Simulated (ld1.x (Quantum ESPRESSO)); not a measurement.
Configuration tests for Mo (Z = 42) (TM)

ld1.x (Quantum ESPRESSO) 7.5 input, shortened:

```
&input
   title='Mo', zed=42., rel=1, dft='PZ', iswitch=3,
   config='[Kr] 4d5 5s1 5p0'
 /
 &inputp
   pseudotype=2, tm=.true., lloc=2,
   nlcc=.true.
 /
3
5S  1  0   1.00   0.00  2.75  2.75  0.0
5P  2  1   0.00   0.00  4.20  4.20  0.0
4D  3  2   5.00   0.00  2.05  2.05  0.0
 &test
   configts(1)='4d5 5s1 5p0'
 /
```

Energies are relative to the spin-unpolarised reference configuration 4d5 5s1 5p0; without spin polarisation the order of configurations can differ from experiment. Spin-polarised rows fill each open shell by Hund’s rule, majority spin first.

```
       valence configuration  charge  ΔE all-electron (eV)  error AE − PS (meV)
                 4d5 5s0 5p0      +1                 7.186                  -14
                 4d4 5s0 5p0      +2                22.889                  -50
                 4d3 5s0 5p0      +3                49.850                 -366
                 4d4 5s2 5p0       0                 0.139                  -67
             4d5.5 5s0.5 5p0       0                 0.310                  -12
                 4d2 5s0 5p0      +4                89.547                -1216
                 4d6 5s0 5p0       0                 0.822                  -41
4d5 5s1 5p0 (spin-polarised)       0                -3.924                 +222
4d5 5s0 5p0 (spin-polarised)      +1                 3.795                 +201
```

These tests converged, but a pseudo level misses the all-electron one widely, so the file describes the atom poorly there or has found another state: 4d3 5s0 5p0: empty 5s by 3.6 eV (a node warning on the way).

Note: ghost states, extra bound levels that the all-electron valence spectrum of the same l lacks: s at -70.4 eV, p at -17.2 eV. A true bound ghost makes a file unfit for plane-wave use.
